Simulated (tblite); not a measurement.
Species: CH₅FOSi.
Cartesian coordinates in Å at the GFN2-xTB level; atoms count from 1:
```xyz
9
CH5FOSi angstrom
C     -1.363    0.033   -0.283
O     -0.117    0.652   -0.141
Si     1.317    0.092    0.321
F      1.781   -1.100   -0.660
H     -2.047    0.757   -0.727
H     -1.752   -0.278    0.690
H     -1.292   -0.842   -0.931
H      2.156    1.241    0.079
H      1.330   -0.548    1.627
```

Computed with GFN2-xTB (tblite): harmonic, unscaled wavenumbers at the GFN2-xTB geometry, gas phase. Errors from tens to a few hundred cm⁻¹ against measured bands are possible. Modes of hydrogen on silicon can be 10 to 20 % off. One conformer, not necessarily the lowest.

Harmonic wavenumbers (cm⁻¹): 80.7, 86.5, 193.2, 296.6, 558.6, 601.4, 733.3, 754.2, 771.4, 840.7, 1129.0, 1138.4, 1177.6, 1415.0, 1479.6, 1481.6, 2331.6, 2438.0, 2958.7, 2971.5, 2995.4.

A = 12805, B = 3861, C = 3237 MHz; mass 80.009 u (most abundant isotopes); point group C1, symmetry number 1.

Question: Zero-point energy?

Answer: ½Σν̃ = 13217 cm⁻¹ = 37.79 kcal/mol.

Question: Entropy at 273.15 K, 1 bar (ideal gas, RRHO, classical rotation)?

Answer: Translation 38.64, rotation 24.85, vibration 12.22: S = 75.7 cal/(mol K).

Question: And Cp and H(273.15 K) − H(0)?

Answer: Cp = 20.25 cal/(mol K), of which vibrations give 12.30 (their classical limit is 21 R = 41.7); H(273.15 K) − H(0) = 3.92 kcal/mol without the zero-point energy, 1.75 from vibrations.

Question: What must be added to the electronic energy to get the Gibbs energy at 273.15 K and 1 bar?

Answer: ZPE + [H(273.15 K) − H(0)] − T·S = 37.79 + 3.92 − 20.68 = 21.03 kcal/mol.

Question: Which modes carry the vibrational entropy at 273.15 K?

Answer: 80.7 cm⁻¹: 3.70; 86.5 cm⁻¹: 3.57; 193.2 cm⁻¹: 2.04; 296.6 cm⁻¹: 1.29; 558.6 cm⁻¹: 0.43; 601.4 cm⁻¹: 0.36 cal/(mol K); the other 15 give 0.83 together.

Question: How do the functions run with temperature in this model?

Answer: 
```csv
T (K),S (cal/(mol K)),Cp (cal/(mol K)),H − H(0) (kcal/mol),G − H(0) (kcal/mol),ln q(vib)
100,59.6,13.2,1.05,-4.91,0.79
200,69.9,17.1,2.56,-11.43,2.05
300,77.7,21.4,4.48,-18.82,3.24
500,90.4,28.7,9.53,-35.67,5.53
800,105.6,35.8,19.29,-65.16,8.74
1000,113.9,38.9,26.78,-87.13,10.70
```

q(vib) and H(0) count from the zero-point level.

Question: Blend soft modes into free rotors: weight 1/[1 + (100 cm⁻¹/ν̃)⁴] for the oscillator and the rest for a rotor with moment μB/(μ + B), μ = h/(8π²ν), B = 10⁻⁴⁴ kg m². What vibrational entropy results?

Answer: 11.30 cal/(mol K) in place of 12.22, which changes −T·S at 273.15 K by +0.25 kcal/mol.

Hindered rotation and anharmonicity are outside this model. Other conformers, if any are populated, would add a mixing term that is left out. The structure is chiral; the term R ln 2 for an equal mix with its mirror image is left out.
